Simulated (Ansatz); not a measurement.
Two isomers of CH7BGeO: A = `[BH2][GeH]([CH3])[OH]`, B = `B[CH](O)[GeH3]`.

Calculated with Ansatz (gas phase, PBE0-D4/def2-TZVP geometries, no zero-point term in ΔE). CCSD(T)/CBS is the MP2 limit (def2-TZVPP, def2-QZVPP) plus CCSD(T) − MP2 in def2-TZVPP, frozen cores. Functionals use def2-TZVPP. B3LYP here is the variant with VWN-RPA as its local correlation; programs differ in this. For Ge outer-core shells are correlated without core-valence functions, which leaves a few kJ/mol of doubt a bond. Scalar relativity is left out up to krypton. One conformer a species, not always the lowest.

Question: Which is lower in electronic energy at CCSD(T)/CBS, and by how much? (An estimate is asked.)

Answer: Ansatz gave: A, by 24.9 kcal/mol.

Question: Give E(B) − E(A) in kcal/mol with PBE-D4, r2SCAN-D4, CCSD(T)/def2-TZVPP, MP2/def2-TZVPP, HF/def2-TZVPP, ωB97M-V, B3LYP. (An estimate is asked.)

Answer: Ansatz gave: PBE-D4 17.4, r2SCAN-D4 20.5, CCSD(T)/def2-TZVPP 24.6, MP2/def2-TZVPP 25.5, HF/def2-TZVPP 31.7, ωB97M-V 21.9, B3LYP 22.8. None reverses the order clearly.

Largest T1 diagnostic: 0.013.

In def2-TZVPP, CCSD(T) changes the Hartree–Fock value by −7.1 kcal/mol (the triples alone add −1.6 kcal/mol) and MP2 by −6.2 kcal/mol. From PBE to PBE0 (25 % exact exchange), in def2-TZVPP and without D4, E(B) − E(A) moves by +2.7 kcal/mol.
